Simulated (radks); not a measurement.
The mean radii <r> (bohr) of the occupied orbitals of an atom or ion are listed with their occupations. Method: scalar-relativistic Kohn-Sham, LDA (Slater exchange, Perdew-Wang correlation), spin-unpolarised, spherical densities, point nucleus; computed with a radial shooting solver on a logarithmic mesh with Libxc functionals.

| orbital | occ. | <r> |
|---|---|---|
| 1s | 2 | 0.01867 |
| 2s | 2 | 0.07899 |
| 2p | 6 | 0.07059 |
| 3s | 2 | 0.2050 |
| 3p | 6 | 0.2050 |
| 3d | 10 | 0.1857 |
| 4s | 2 | 0.4590 |
| 4p | 6 | 0.4880 |
| 4d | 10 | 0.5233 |
| 5s | 2 | 1.096 |
| 5p | 6 | 1.281 |
| 4f | 14 | 0.6376 |
| 5d | 2 | 1.900 |
| 6p | 1 | 3.451 |

Name the element and its charge.

Answer. Z = 73, tantalum, charge +2: Ta2+ in [Xe] 4f14 5d2 6p1. The 1s radius gives Z: for a bare nucleus <r> = (2 gamma + 1)/(2Z) with gamma = sqrt(1 - (Z/c)^2), 0.01844 bohr for Z = 73, and screening makes it slightly larger (0.01867 here). The occupations add up to 71, and the charge is Z minus that.
